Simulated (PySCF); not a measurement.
Zr(OH)Cl3 (singlet state).
Structure used (PBE0-D3(BJ)/def2-SVP), in Å, numbered top down from 1:
```xyz
6
Cl3HOZr angstrom
Zr    -0.0025   -0.0659   -0.3978
O      0.0603    0.2366    1.4551
H      0.0743    0.3742    2.4032
Cl     2.1723   -0.2735   -1.2452
Cl    -1.0637    1.7401   -1.4330
Cl    -1.2407   -2.0115   -0.7823
```

Method: PySCF, PBE0-D3(BJ)/def2-SVP geometry optimisation, gas phase, def2 core potentials past Kr.

Task: Which atoms are bound to Zr1, and at what distances?

Result: 4 atoms: O2 1.878 Å, Cl5 2.337 Å, Cl6 2.338 Å, Cl4 2.343 Å. The nearest atom not counted as bound is H3, at 2.84 Å.

Task: List the angles at Zr1.

Result: 
```tsv
angle	degrees	distance of the outer atoms (Å)
Cl4–Zr1–Cl6	111.0	3.86
O2–Zr1–Cl4	109.9	3.47
Cl5–Zr1–Cl6	109.3	3.81
Cl4–Zr1–Cl5	109.3	3.82
O2–Zr1–Cl5	109.1	3.44
O2–Zr1–Cl6	108.3	3.43
```

Task: What is the shape at Zr1?

Result: Tetrahedral: angles from 108.3° to 111.0°; τ4 = (360° − α − β)/141° = 0.99 with α and β the two widest (0 for a square, 1 for a tetrahedron).

Task: What are the other bond lengths?

Result: O2–H3 0.958 Å.

Charge 0, singlet. Whether it is a minimum is left open (no frequencies).
